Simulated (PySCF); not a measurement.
C5H11NOS.
Cartesian coordinates in Å at the GFN2-xTB level; atoms count from 1:
```
atom  x, y, z in Å
C1     2.891   -0.062   -0.501
C2     1.502    0.428   -0.146
S3     0.358   -1.033   -0.108
O4     0.759   -1.817    1.058
C5    -1.169   -0.069    0.471
C6    -2.225   -1.122    0.764
C7    -1.555    0.871   -0.609
N8    -1.491    2.125   -0.614
H9     3.199   -0.831    0.204
H10    3.610    0.754   -0.461
H11    2.902   -0.485   -1.504
H12    1.112    1.122   -0.888
H13    1.489    0.884    0.843
H14   -0.872    0.452    1.386
H15   -1.807   -1.874    1.431
H16   -3.094   -0.673    1.242
H17   -2.544   -1.610   -0.155
H18   -1.925    0.406   -1.519
H19   -1.149    2.545    0.251
```

Method used: PySCF, TDDFT PBE0/def2-SVPD, vertical, gas phase, core orbitals frozen in the response.

Frontier orbitals with the atoms that hold most of them (Löwdin shares over 4%, at most four atoms; ? is withheld):

| orbital | ε (eV) | atoms |
| --- | --- | --- |
| LUMO+2 | 0.59 | S3 36%, H19 14%, H14 11%, H13 10% |
| LUMO+1 | 0.22 | S3 40%, C5 13%, O4 8%, C2 8% |
| LUMO | ? | N8 32%, C7 30%, S3 10%, C5 7% |
| HOMO | -6.90 | ? |
| HOMO-1 | -7.74 | ? |
| HOMO-2 | -8.12 | N8 33%, O4 23%, C7 9%, C5 9% |
| HOMO-3 | -9.82 | N8 36%, C7 26%, O4 10%, C5 5% |

(1) Which atoms hold the HOMO-1, and with what shares?

(2) Give the leading atoms of the HOMO.

(3) What is the LUMO energy, and the HOMO–LUMO gap?

Answers

(1) N8 (bonded to C and H) 30%; O4 (bonded to S) 29%; S3 (bonded to 2 C and O) 8%; C7 (bonded to C, N and H) 7%.

(2) O4 (bonded to S) 45%; S3 (bonded to 2 C and O) 28%; C5 (bonded to 2 C, S and H) 8%; C2 (bonded to C, S and 2 H) 6%. By element: oxygen 45%, sulfur 28%, carbon 15% or more.

(3) ε(LUMO) = -0.98 eV; the gap is 5.91 eV (0.2173 hartree).

How does S1 compare with the orbital gap of 5.91 eV?

S1 is at 4.62 eV (f = 0.016), 1.29 eV below the gap, made of HOMO→LUMO (83%). Without the coupling terms of the response equations the lowest excitation would equal the gap.

Give energy, strength and leading configuration of S1 and S3, and follow the Löwdin shares of the leading atoms from the occupied to the empty orbital.

- S1 (4.62 eV, f 0.016), HOMO→LUMO (83%): O4 45% → at most 7%, S3 28% → 10%, N8 at most 7% → 32%, C7 at most 7% → 30%
- S3 (5.72 eV, f 0.022), HOMO→LUMO+1 (80%): O4 45% → 8%, S3 28% → 40%, C5 8% → 13%

One conformer stands for the species.
